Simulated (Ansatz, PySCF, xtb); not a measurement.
Bond stretch in H2F2Si, SMILES F[SiH2]F. The Si1–F5 bond (Si1 also carries F, H, H; F5 carries nothing else) is varied alone, starting from the PBE0/def2-TZVP optimised geometry.

Levels of theory: RKS-LDA (SVWN5)/6-31G* = restricted LDA (SVWN5)/6-31G*, spherical d in PySCF; UKS-PBE = unrestricted PBE/cc-pVTZ (Ansatz, a first-principles code); RKS-B3LYP/6-31G* = restricted B3LYP/6-31G*, spherical d in PySCF; GFN1-xTB (xtb); UMP2 = MP2 on UHF/cc-pVTZ, frozen core (Ansatz).

Energies are in kJ/mol, each relative to the lowest point of its own curve near equilibrium.

| R / Å | RKS-LDA (SVWN5)/6-31G* | UKS-PBE | RKS-B3LYP/6-31G* | GFN1-xTB | UMP2 |
|---|---|---|---|---|---|
| 1.19 | 691.2 | 699.2 | 709.5 | 655.2 | 683.7 |
| 1.26 | 402.7 | 409.6 | 415.2 | 349.7 | 394.8 |
| 1.35 | 178.0 | 184.2 | 185.4 | 136.4 | 172.0 |
| 1.41 | 90.1 | 95.9 | 95.2 | 62.4 | 86.3 |
| 1.47 | 36.9 | 41.6 | 40.0 | 21.8 | 34.9 |
| 1.53 | 9.1 | 11.9 | 10.5 | … | 8.5 |
| 1.59 | 0.0 | 0.0 | 0.0 | 0.0 | 0.0 |
| 1.65 | 4.4 | … | 3.2 | 6.4 | 4.5 |
| 1.70 | 15.5 | 8.7 | … | 16.9 | 15.3 |
| 1.75 | 31.6 | … | 28.8 | 30.8 | 31.0 |
| 1.82 | 59.9 | … | 56.3 | 54.2 | 58.5 |
| 1.99 | 142.9 | 115.2 | 138.0 | 121.8 | 140.2 |
| 2.14 | 219.9 | 182.7 | 214.7 | 187.3 | 217.3 |
| 2.37 | 329.6 | 280.8 | 324.9 | 287.4 | 330.3 |
| 2.66 | 444.5 | 384.9 | 441.8 | 399.4 | — |
| 2.88 | 513.6 | 448.1 | 513.1 | 468.7 | — |
| 3.14 | 577.8 | 502.8 | 580.3 | 532.4 | — |
| 3.55 | 648.9 | 552.1 | 657.1 | 598.0 | — |
| 3.93 | 690.8 | 577.1 | 704.6 | 631.8 | — |
| 4.26 | 714.4 | 590.4 | 732.9 | — | — |
| 4.74 | — | … | 759.6 | — | — |
| 5.63 | — | 611.3 | 784.3 | — | — |

### Question
Complete the blanks.

### Answer

- 1.53, GFN1-xTB: 3.5
- 1.65, UKS-PBE: 0.9
- 1.70, RKS-B3LYP/6-31G*: 13.4
- 1.75, UKS-PBE: 21.3
- 1.82, UKS-PBE: 44.5
- 4.74, UKS-PBE: 601.8

Dashes: no converged value, or the column stops at the first point that the program doubted or that broke a chosen test of continuity, which isn't proof of a fault.

The restricted form behind RKS-LDA (SVWN5)/6-31G*, RKS-B3LYP/6-31G* keeps the bonding electrons paired and can't separate into open-shell fragments. The unrestricted determinant behind UKS-PBE is spin-contaminated at 3.14 to 5.63 Å (<S²> up to 0.7, against 0.00 for a pure singlet). The unrestricted determinant behind UMP2 is spin-contaminated at 2.66 to 5.63 Å (<S²> up to 1.0, against 0.00 for a pure singlet).
